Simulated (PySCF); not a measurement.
C2H3O, SMILES [CH2]C=O, multiplicity 2.

Geometry: B3LYP-D3(BJ)/def2-TZVP. The isomer is the one that the SMILES or the coordinates give; other isomers of the formula were not compared.

Level of theory: PBE/def2-TZVPD (PySCF).

Isolated molecule, no solvent.

```yaml
total_energy: -153.05196 hartree
point_group: Cs
"α spin, highest occupied and lowest empty level": -6.20 and -1.23 eV
"β spin, highest occupied and lowest empty level": -5.99 and -4.94 eV
dipole_moment: 2.88 D
quadrupole, principal values (traceless, Buckingham form, about the centre of nuclear charge): -2.12, -0.34, 2.47 D·Å
mean_static_polarisability: 31.7 bohr³ (4.70 Å³)
polarisability_principal_values: 22.0, 31.8, 41.4 bohr³
"⟨S²⟩": 0.758 (pure state 0.75)
```
